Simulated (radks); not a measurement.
La IV, configuration [Kr] 4d9.75 5s2 5p6 5d0.25 (fractional occupations, a model configuration). Method: Dirac Kohn-Sham, OLYP, spin-unpolarised, spherical densities, point nucleus; open shells fill j = l - 1/2 first; computed with a radial shooting solver on a logarithmic mesh with Libxc functionals. Some entries of the table are withheld. Estimate them.

orbital,occ.,eigenvalue (eV),<r> (bohr),r(max) (bohr)
1s1/2,2,-38744.05,0.02507,0.01608
2s1/2,2,-6193.254,0.1070,(1)
2p1/2,2,-5842.806,(2),0.06951
2p3/2,4,-5429.781,(3),0.07467
3s1/2,2,-1346.941,0.2847,0.2606
3p1/2,2,-1199.303,0.2745,0.2472
3p3/2,4,-1118.684,0.2865,0.2584
3d3/2,4,-860.5177,0.2574,0.2080
3d5/2,6,-843.2358,0.2612,0.2112
4s1/2,2,-293.1631,0.6527,0.6079
4p1/2,2,-238.7195,0.6727,0.6182
4p3/2,4,-221.4684,0.6993,0.6423
4d3/2,4,-132.1605,0.7572,0.6654
4d5/2,5.75,-129.1431,0.7666,0.6733
5s1/2,2,-62.8817,1.527,1.398
5p1/2,2,-47.6189,(4),1.520
5p3/2,4,-44.8890,(5),1.581
5d3/2,0.25,-24.0854,2.362,(6)
5d5/2,0,-23.7808,2.391,(7)

Answer. 
(1) 2s1/2 r(max) (bohr): 0.09109
(2) 2p1/2 <r> (bohr): 0.08991
(3) 2p3/2 <r> (bohr): 0.09600
(4) 5p1/2 <r> (bohr): 1.689
(5) 5p3/2 <r> (bohr): 1.757
(6) 5d3/2 r(max) (bohr): 1.988
(7) 5d5/2 r(max) (bohr): 2.011
